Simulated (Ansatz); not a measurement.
Consider the formal exchange of groups at a Ge–Ge bond: `[GeH3][GeH2][GeH2][GeH2][GeH2][GeH3]` + GeH₄ → `[GeH3][GeH2][GeH2][GeH2][GeH3]` + `[GeH3][GeH3]`.

Calculated with Ansatz (gas phase, PBE0-D4/def2-TZVP geometries, no zero-point term in ΔE). CCSD(T)/CBS is the MP2 limit (def2-TZVPP, def2-QZVPP) plus CCSD(T) − MP2 in def2-TZVPP, frozen cores. DFT in def2-TZVPP. B3LYP here is the variant with VWN-RPA as its local correlation; programs differ in this. HSE06 is defined as in plane-wave codes. For Ge outer-core shells are correlated without core-valence functions, which leaves a few kJ/mol of doubt a bond. Scalar relativity is left out up to krypton. One conformer a species, not always the lowest.

```tsv
level	ΔE (kcal/mol)	difference from CCSD(T)/CBS
LDA (SPW92)	2.1	-0.4
PBE-D4	2.3	-0.2
revPBE-D4	2.4	-0.1
BLYP-D4	2.6	0.1
r2SCAN-D4	1.9	-0.6
B97M-V	1.8	-0.7
B3LYP-D4	2.6	0.1
r2SCANh-D4	2.0	-0.5
r2SCAN0-D4	2.0	-0.5
HSE06-D4	2.3	-0.2
BHLYP-D4	2.8	0.3
CAM-B3LYP-D4	2.1	-0.4
ωB97M-V	2.2	-0.3
B2PLYP	1.2	-1.3
PBE	0.6	-1.9
revPBE	-0.4	-2.9
BLYP	-0.5	-3.0
r2SCAN	1.3	-1.2
PBE0	0.7	-1.8
r2SCANh	1.3	-1.2
r2SCAN0	1.3	-1.2
HSE06	0.7	-1.8
BHLYP	0.2	-2.3
CAM-B3LYP	0.2	-2.3
LC-ωPBE	0.6	-1.9
RPA@PBE/def2-TZVPP	2.8	0.3
MP2/def2-SVP	3.0	0.5
CCSD/def2-SVP	2.1	-0.4
CCSD(T)/def2-SVP	2.6	0.1
HF/def2-TZVPP	-0.4	-2.9
MP2/def2-TZVPP	3.4	0.9
SCS-MP2/def2-TZVPP	2.7	0.2
CCSD/def2-TZVPP	2.3	-0.2
CCSD(T)/def2-TZVPP	2.8	0.3
HF/def2-QZVPP	-0.7	-3.2
MP2/def2-QZVPP	3.1	0.6
SCS-MP2/def2-QZVPP	2.4	-0.1
HF/CBS(def2)	-0.7	-3.2
MP2/CBS(def2)	3.1	0.6
CCSD/CBS(def2)	2.0	-0.5
CCSD(T)/CBS	2.5	0
```

Largest T1 diagnostic among the species: 0.012.

The D4 term adds +2.7 kcal/mol with B3LYP and +1.6 kcal/mol with PBE0; it sums over pairs of atoms, weighted by their polarisabilities, and B3LYP, whose exchange is more repulsive, gets the larger term. Leaving LDA and LC-ωPBE aside and taking each functional with its dispersion term where it has one, the values spread over 1.6 kcal/mol, from B2PLYP to BHLYP-D4. LDA lies +1.5 kcal/mol from PBE without D4. In def2-TZVPP, CCSD(T) changes the Hartree–Fock value by +3.2 kcal/mol (the triples alone add +0.5 kcal/mol) and MP2 by +3.8 kcal/mol.
